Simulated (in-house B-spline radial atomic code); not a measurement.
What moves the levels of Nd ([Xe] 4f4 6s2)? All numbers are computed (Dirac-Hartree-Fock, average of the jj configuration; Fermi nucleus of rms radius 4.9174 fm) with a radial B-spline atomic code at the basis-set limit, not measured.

Baseline run (computed): total energy -9625.2167 hartree, 1s1/2 at -1610.404 hartree, 6s1/2 at -4.7343 eV with <r> = 4.772 bohr.

Changing the nucleus:

```tsv
nucleus	ΔE (eV)
Fermi nucleus of rms radius 4.9128 fm, A = 134	-0.0239
Fermi nucleus of rms radius 4.9086 fm, A = 135	-0.0458
Fermi nucleus of rms radius 4.9111 fm, A = 136	-0.0328
Fermi nucleus of rms radius 4.908 fm, A = 137	-0.0489
Fermi nucleus of rms radius 4.9123 fm, A = 138	-0.0265
Fermi nucleus of rms radius 4.9076 fm, A = 139	-0.051
Fermi nucleus of rms radius 4.9101 fm, A = 140	-0.038
Fermi nucleus of rms radius 4.9057 fm, A = 141	-0.0609
Fermi nucleus of rms radius 4.9123 fm, A = 142	-0.0265
Fermi nucleus of rms radius 4.9254 fm, A = 143	0.0417
Fermi nucleus of rms radius 4.9421 fm, A = 144	0.129
Fermi nucleus of rms radius 4.9535 fm, A = 145	0.188
Fermi nucleus of rms radius 4.9696 fm, A = 146	0.273
Fermi nucleus of rms radius 4.9999 fm, A = 148	0.432
Fermi nucleus of rms radius 5.04 fm, A = 150	0.644
```

A larger nucleus binds the electrons less, roughly as the density at the nucleus times the change of the nuclear <r²>. The reference is A = 132.
